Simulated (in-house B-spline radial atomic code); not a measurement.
## Ionising Pr III (Pr2+) with different functionals

Computed with a radial B-spline atomic code at the basis-set limit: scalar-relativistic (spin-free X2C) Hamiltonian, Fermi nucleus of rms radius 4.8919 fm, spin-polarised at highest spin, spherical fractional occupations for the functionals, the average over the highest-spin determinants for Hartree-Fock. The ionisation energy is the difference of two self-consistent energies, [Xe] 4f3 → [Xe] 4f2, without Breit or QED terms; ε is the level of the shell that loses the electron (its least bound occupied spin orbital). There is no spin-orbit coupling in this Hamiltonian.

Hybrids are left out here: with spherical fractional occupations of an open shell their exact exchange keeps a self-interaction that integer-occupation calculations don't have.

```csv
method,rung,ΔSCF (eV),-ε(4f) (eV)
Hartree-Fock,Hartree-Fock,18.87,22.34
LDA VWN5,LDA,22.54,14.82
LDA PW92,LDA,22.53,14.81
LDA exchange-only,LDA,20.95,13.36
PBE,GGA,22.25,14.56
PBEsol,GGA,22.29,14.59
BLYP,GGA,22.07,14.39
RPBE,GGA,22.20,14.52
PW91,GGA,22.34,14.64
BP86,GGA,22.33,14.63
AM05,GGA,22.32,14.60
OLYP,GGA,22.60,14.83
TPSS,meta-GGA,22.01,14.33
SCAN,meta-GGA,21.92,14.31
r2SCAN,meta-GGA,21.91,14.22
revTPSS,meta-GGA,22.00,14.32
```

(1) How do they compare with the NIST value?

## Answers

(1) NIST lists 21.624 eV ± 0.0025 (measured, ground level to ground level). Errors run from -2.76 to +0.98 eV; r2SCAN is closest (+0.28 eV), but part of that can be cancellation, since the calculations leave out spin-orbit coupling, Breit-QED terms, multiplet and fine-structure energies. Hartree-Fock also lacks correlation.
